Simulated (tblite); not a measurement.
Compound: C₇H₆NO (doublet state).
Atom-mapped SMILES: `[NH:1][C:2](=[O:3])[C:4]1=[CH:5][C@@H:6]2[C@@H:7]3[C@H:8]1[C@H:9]23` (hydrogens: H10 on N1; H11 on C5; H12 on C6; H13 on C7; H14 on C8; H15 on C9)

A start from a force field or distance geometry was refined with GFN2-xTB geometry optimisation, gas phase (tblite 0.8.0). Values at the start:

| coordinate | start |
| --- | --- |
| N1–C2 | 1.341 Å |
| N1–H10 | 1.015 Å |
| C2=O3 | 1.210 Å |
| C2–C4 | 1.477 Å |
| C4=C5 | 1.348 Å |
| C4–C8 | 1.494 Å |
| C5–C6 | 1.473 Å |
| C5–H11 | 1.082 Å |
| C6–C7 | 1.523 Å |
| C6–H12 | 1.075 Å |
| C7–C8 | 1.519 Å |
| C7–C9 | 1.486 Å |
| C7–H13 | 1.084 Å |
| C8–H14 | 1.078 Å |
| N1–C2–O3 | 125.5° |
| N1–C2–C4 | 112.3° |
| C2–C4–C5 | 124.5° |
| C2–C4–C8 | 131.1° |
| O3–C2–C4 | 122.2° |
| C5–C4–C8 | 104.3° |
| C7–C6–C9 | 58.4° |
| C7–C8–C9 | 58.4° |
| C4–C5–C6–C7 | 32° |
| C5–C6–C7–C8 | -44° |
| C7–C8–C9–C6 | 56° |

How do these coordinates change at the GFN2-xTB level?

```csv
coordinate,GFN2-xTB (Å or °),change
C7–C9,1.446,-0.040
C2=O3,1.245,+0.035
N1–C2,1.308,-0.033
C2–C4,1.461,-0.016
C7–H13,1.068,-0.016
C5–H11,1.072,-0.010
C4–C8,1.485,-0.009
C6–H12,1.079,+0.004
C4=C5,1.350,+0.002
N1–H10,1.013,-0.002
C7–C8,1.517,-0.002
C8–H14,1.077,-0.001
C5–C6,1.474,+0.001
C6–C7,1.523,0.000
N1–C2–O3,119.2,-6.3
C2–C4–C8,125.2,-5.9
C2–C4–C5,129.4,+4.9
N1–C2–C4,116.9,+4.6
O3–C2–C4,123.9,+1.7
C7–C6–C9,56.7,-1.7
C7–C8–C9,56.9,-1.5
C5–C4–C8,105.4,+1.1
C4–C5–C6–C7,30,-2
C5–C6–C7–C8,-43,+1
C7–C8–C9–C6,58,+2
```

The energy falls by 0.672 eV over 33 L-BFGS steps, the largest force on an atom goes from 2.90 to 0.006 eV/Å, and the atoms move by 0.187 Å rms after alignment. The bond that changes most is C7–C9 (both ends carbon bonded to 3 C and H), which shortens by 0.040 Å. Bonds longer at the end by more than 0.005 Å: 2 of 17; shorter: 7. Among the dihedrals that turn most is H14–C8–C9–H15, from 19° to -20°. Rotational constants go from 4476, 1276, 1059 to 4467, 1274, 1063 MHz.

Time: 0.2 s of wall time. Hardware: Arm Neoverse V2, one thread, no GPU, shared host.

Its GFN2-xTB frequencies are all real (lowest 61 cm⁻¹).

One conformer stands for the species.

The numbers are calculated, not measured.
